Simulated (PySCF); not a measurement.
## From computed data to an observable: chemical shift, span and skew from a shielding tensor

CHS₂, SMILES S=C=[SH+], charge +1. Atoms are numbered in the order given.

```xyz
4

S      0.0003     1.6029     0.0000
C      0.0224     0.1017     0.0000
S     -0.0874    -1.5336     0.0000
H      1.2589    -1.7203     0.0000
```
Charge +1, spin multiplicity 1.

Coordinates come from a B3LYP-D3(BJ)/def2-TZVP optimisation. The isomer is the one that the SMILES or the coordinates give; other isomers of the formula were not compared.

GIAO shieldings from KT2/pcSseg-2 (PySCF), non-relativistic, no solvent. The symmetric part of the tensor of C2 has the principal values -154.8, -143.4, 254.5 ppm. The same nucleus in TMS has σ = 184.2 ppm at this level (PySCF, at its B3LYP-D3(BJ)/def2-TZVP geometry).

Work out the isotropic shielding, the ¹³C shift against TMS, the span and the skew.


σ(iso) = (σ11 + σ22 + σ33)/3 = -14.6 ppm. δ = σ(ref) − σ(iso) = 184.2 − (-14.6) = 198.8 ppm.
Span Ω = σ33 − σ11 = 409.3 ppm. Skew κ = 3(σ(iso) − σ22)/Ω = 0.94. Tumbling in solution averages the tensor to δ; in a static solid the shielding alone would spread this spin-1/2 line over Ω.
